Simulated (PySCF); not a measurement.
## Excitation energy of Ca by level of theory

Ca [Ar] 4s2 (1S) → Ca [Ar] 4s1 4p1 (3P), as a difference of total energies. All numbers are calculated (PySCF 2.14, the non-relativistic Hamiltonian (point nucleus), in dyall-av3z (25s18p5d4f, 132 functions)). Correlated levels: valence: [Ar] frozen; virtual orbitals above 40 to 60 times the deepest correlated orbital energy dropped. The calculations carry no spin-orbit coupling.

| method | excitation energy (eV) |
| --- | --- |
| UHF | 1.000 |
| LDA | 1.924 |
| PBE | 1.763 |
| PBE0 | 1.668 |
| r2SCANh | 1.525 |
| BHandHLYP | 1.840 |
| wB97M-V | 2.083 |
| SCS-MP2 (valence) | 1.655 |

Task: Estimate what MP2 (valence) gives.

Result: 1.511 eV, closest to r2SCANh among the rows shown.

Task: Estimate what r2SCAN gives.

Result: 1.514 eV, closest to r2SCANh among the rows shown.

These non-relativistic numbers lack the scalar-relativistic shift.

For comparison: 1.892 eV (measured; NIST levels, between the centres of gravity of the two terms).
